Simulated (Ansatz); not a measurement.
Frontier orbitals of CH₆OSSi, SMILES `CS[SiH2]O`.

Z-matrix (Å, degrees):
```
C
S 1 1.818
H 1 1.089 2 111.0
H 1 1.090 2 110.8 3 -122.4
H 1 1.089 2 106.9 3 118.9
Si 2 2.119 1 99.7 3 59.8
O 6 1.646 2 113.6 1 -63.8
H 6 1.485 2 104.0 1 173.6
H 6 1.481 2 110.9 1 52.7
H 7 0.959 6 116.7 2 -56.8
```

Charge 0, multiplicity 1. Geometry: relaxed with PBE0-D4/def2-TZVP. It is one conformer, not always the lowest. Basis def2-TZVPP, the Gaussian-basis code of Ansatz.

```csv
functional,HOMO (eV),LUMO (eV),gap (eV)
PBE,-5.87,-0.64,5.23
PBE0,-7.08,0.25,7.33
r2SCAN0,-7.25,0.53,7.78
ωB97X-V,-9.44,2.23,11.67
ωB97M-V,-9.28,1.89,11.17
HF,-9.87,3.22,13.09
```

Against PBE, PBE0 changes HOMO and LUMO by −1.21 and +0.89 eV, ωB97M-V by −3.41 and +2.53 eV. A gap of 5.23 eV thus becomes 11.17 eV for the same molecule, so an orbital gap means little without its functional. A positive LUMO is unbound and depends on the basis.
